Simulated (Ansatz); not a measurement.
Ansatz results at the PBE0-D4/def2-TZVP geometry: size of the dipole moment (ωB97M-V/def2-TZVPP) 1.90 D; LUMO energy (PBE0/def2-TZVPP) 0.61 eV; HOMO energy (B3LYP/def2-TZVPP) -6.01 eV.

Each molecule was computed in one conformer, which needn't be the lowest.

Problem. Which molecule gave them?
A. `Nc1ncco1`
B. `N[SiH](Cl)[GeH2][F]`
C. `NC1=NC=C1O`
D. `N=CCO`

Solution. A. The others give `NC1=NC=C1O`: 3.05, -0.73, -4.84; `N=CCO`: 3.18, -0.42, -7.57; `N[SiH](Cl)[GeH2][F]`: 2.17, -0.59, -7.80.

B3LYP here is the variant with VWN-RPA as its local correlation; programs differ in this.
